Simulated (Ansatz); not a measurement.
AlCl$_{2}$H$_{3}$Si (`[SiH3][Al]([Cl])[Cl]`). Charge 0, multiplicity 1.

```xyz
7

Si    1.0108    0.5170   -0.0245
Al   -1.1618   -0.5755    0.0416
Cl   -1.4627   -2.4164   -0.9036
Cl   -2.8036    0.2641    1.0265
H     0.9856    1.8046    0.7173
H     2.0382   -0.3728    0.5813
H     1.3935    0.7789   -1.4386
```

Problem. Give the diagnostics of a CCSD(T)/def2-TZVPP run (frozen core, Ansatz 0.2.0). (Estimate.)

Solution. Ansatz gave: T1 = 0.0106, largest single amplitude 0.021, largest double 0.031, (T) share of the correlation energy 3.9 %, 9 CCSD cycles. The RHF solution is stable towards an unrestricted one. T1 lies under the customary mark of 0.02 for closed shells.
